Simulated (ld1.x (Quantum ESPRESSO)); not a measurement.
Pr (Z = 59): variants of one ultrasoft potential

Base potential:

- Element: praseodymium
- Generator: ld1.x (Quantum ESPRESSO) 7.5
- Type: ultrasoft
- Functional: LDA (PZ)
- Relativity: scalar-relativistic
- Frozen core: [Kr] 4d10 5s2
- Valence charge: 11
- Reference configuration: 4f3 5p6 5d0 6s0 6p0 (charge +2)
- Partial waves: 6s (bound, empty): rcut 1.30, rcutus 1.80 bohr; 6s channel at 4.05 Ry: rcut 1.30, rcutus 1.80 bohr; 5p (bound): rcut 2.20, rcutus 2.65 bohr; 6p (bound, empty): rcut 2.20, rcutus 2.65 bohr; 5d (bound, empty): rcut 2.35, rcutus 2.55 bohr; 5d channel at -0.25 Ry: rcut 2.35, rcutus 2.55 bohr; 4f (bound): rcut 1.10, rcutus 1.25 bohr; 4f channel at 2.8 Ry: rcut 1.10, rcutus 1.25 bohr
- Local potential: all-electron potential smoothed inside 1.20 bohr (lloc = -1)
- Core correction: none
- Augmentation charge: PSQ, radius 1.05 bohr

Cutoffs, loose and tight: the cutoffs (Ry, on a coarse ladder) from which the occupation-weighted sum of valence levels, in a spherical-Bessel basis at the reference potential, stays within 10 and 1 mRy of its value at 400 Ry. They do not see the model core or the augmentation charge, which bear on the density cutoff. Test errors are all-electron minus pseudo excitation energies from the reference, over the configurations 4f3 5p6 5d0 6s2 6p0; 4f3 5p6 5d0 6s1 6p0; 4f2 5p6 5d0 6s0 6p0; 4f3 5p5 5d0 6s2 6p0; 4f3 5p6 5d0 6s1.5 6p0; 4f2 5p6 5d0 6s2 6p0; 4f1 5p6 5d0 6s0 6p0 (two spin-polarised tests are not counted in the largest error). A dash means not determined; rows that change the core or the reference have their own tests.

A true bound ghost makes a file unfit for plane-wave use even where its test errors are small: the radial tests pick states by their node count and pass the ghost by.

Cutoffs are not given where the Bessel-basis levels miss the radial ones by over 6 mRy, ghosts where they miss by over 20 mRy; a channel whose overlap is not positive is not tested.

A file whose overlap is not positive is unfit for use, and its test errors describe a broken file.

| change | outcome | cutoff, loose | cutoff, tight | bound ghosts | largest test error (meV) |
| --- | --- | --- | --- | --- | --- |
| base | generated, overlap not positive | – | – | s (p not tested, overlap not positive) | test run stopped at test 1 of 9 (negative rho) |
| local potential all-electron potential smoothed inside 1.30 bohr (lloc = -1) | generated, overlap not positive | – | – | s (p not tested, overlap not positive) | test run stopped at test 1 of 9 (negative rho) |
| local potential all-electron potential smoothed inside 1.54 bohr (lloc = -1) | generated, overlap not positive | – | – | s (p not tested, overlap not positive) | test run stopped at test 1 of 9 (negative rho) |
| local potential all-electron potential smoothed inside 1.76 bohr (lloc = -1) | generated, overlap not positive | – | – | s (p not tested, overlap not positive) | test run stopped at test 1 of 9 (negative rho) |
| local potential all-electron potential smoothed inside 2.00 bohr (lloc = -1) | generated, overlap not positive | – | – | s (p not tested, overlap not positive) | test run stopped at test 1 of 9 (negative rho) |
| local potential all-electron potential smoothed inside 2.30 bohr (lloc = -1) | generated, overlap not positive | – | – | s (p not tested, overlap not positive) | test run stopped at test 1 of 9 (negative rho) |
| local potential all-electron potential smoothed inside 2.86 bohr (lloc = -1) | generated | 90 Ry | 140 Ry | s | test run stopped at test 1 of 9 (negative rho) |
| local potential all-electron potential smoothed inside 3.02 bohr (lloc = -1) | generated | 90 Ry | 140 Ry | s | test run stopped at test 1 of 9 (negative rho) |

(1) What comes out with this change to the base: local potential all-electron potential smoothed inside 2.52 bohr (lloc = -1)?

(2) What comes out with this change to the base: local potential all-electron potential smoothed inside 1.02 bohr (lloc = -1)?

## Answers

(1) outcome: generated, overlap not positive; bound ghosts: s (p, d not tested, overlap not positive); largest test error (meV): test run stopped at test 1 of 9 (negative rho). A file whose overlap is not positive is unfit for use, and its test errors describe a broken file.

(2) outcome: generated, overlap not positive; bound ghosts: not determined (overlap not positive); largest test error (meV): test run stopped at test 1 of 9 (negative rho). A file whose overlap is not positive is unfit for use, and its test errors describe a broken file.

Reading the sweep of the rcloc (base included, trends over the rows without a ghost): Bound ghosts are found at 1.2, 1.3, 1.54, 1.76, 2, 2.3, 2.52, 2.86, 3.02 bohr. Every judged row has one, so this setting neither creates nor removes them.
